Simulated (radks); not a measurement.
Question: These are the eigenvalues of the occupied orbitals of an atom or ion with whole-number occupations (eV). Calculated with a radial shooting solver on a logarithmic mesh with Libxc functionals: non-relativistic Kohn-Sham, PBE, spin-polarised, spherical densities, point nucleus.

orbital  eigenvalue
1s up     -332.0484
1s down   -330.9521
2s up      -57.6876

Which element is it, and in what charge state? The configuration may be excited. Open shells, if any, are filled with parallel spins first.

Answer: Z = 6, carbon, charge +3: C3+ in [He] 2s1. The list shows which subshells hold electrons but not how many an open one holds; the 1s level, -12.203 hartree, gives Z - s = 4.9 by -(Z - s)^2/2, which with screening narrows Z to a few neighbours, and the depths of the outer levels then fix element, charge and occupations together.
